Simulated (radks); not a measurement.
Results of a calculation; reference values are marked as such.
Task: Kr+, 35 electrons, occupied as [Ar] 3d10 4s2 4p5 (the NIST ground configuration). Code: a radial shooting solver on a logarithmic mesh with Libxc functionals. Model: Dirac Kohn-Sham, revPBE, spin-unpolarised, spherical densities, finite nucleus; open shells fill j = l - 1/2 first; Fermi nuclear charge, rms radius 4.1884 fm. Some entries of the table are withheld. Estimate them.

orbital,occ.,eigenvalue (eV),<r> (bohr)
1s1/2,2,(1),0.04148
2s1/2,2,-1875.521,(2)
2p1/2,2,(3),0.1573
2p3/2,4,(4),0.1613
3s1/2,2,-275.7560,(5)
3p1/2,2,(6),0.5333
3p3/2,4,(7),0.5437
3d3/2,4,-93.9105,0.5530
3d5/2,6,-92.6072,0.5569
4s1/2,2,-33.8888,1.539
4p1/2,2,-19.9649,1.804
4p3/2,3,-19.2518,1.841

Result: 
(1) 1s1/2 eigenvalue (eV): -14165.99
(2) 2s1/2 <r> (bohr): 0.1832
(3) 2p1/2 eigenvalue (eV): -1695.791
(4) 2p3/2 eigenvalue (eV): -1641.966
(5) 3s1/2 <r> (bohr): 0.5300
(6) 3p1/2 eigenvalue (eV): -212.3017
(7) 3p3/2 eigenvalue (eV): -204.3862
